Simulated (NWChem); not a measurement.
System: C2H3FO2Si; SMILES O[Si@]1(F)C=CO1

```xyz
9

O     -1.2389    -1.4248    -0.0300
Si    -0.0057    -0.3594     0.0839
F      1.3090    -1.2740    -0.0015
C     -0.0057     1.1445     1.1179
C      0.0254     1.7747    -0.0774
O      0.0226     0.8824    -1.1215
H     -2.1347    -1.0805     0.0317
H     -0.0043     1.5648     2.1195
H      0.0508     2.8381    -0.3442
```
Atoms are numbered in this order, from 1.

Program: NWChem. Pople sets run with spherical d functions. Structure relaxed at the PBE0/def2-SVP level.

For level B3PW91/6-31G*:

```
Item                         Value
---------------------------  -----
highest occupied level (eV)  -6.76
orbital gap (eV)              6.34
dipole (D)                    3.20
```

**Question.** How do the values read with level PBE/6-31G* instead?

**Answer.** The highest occupied level (eV) is -5.60 and the orbital gap (eV) is 4.45. The dipole (D) is 2.97.
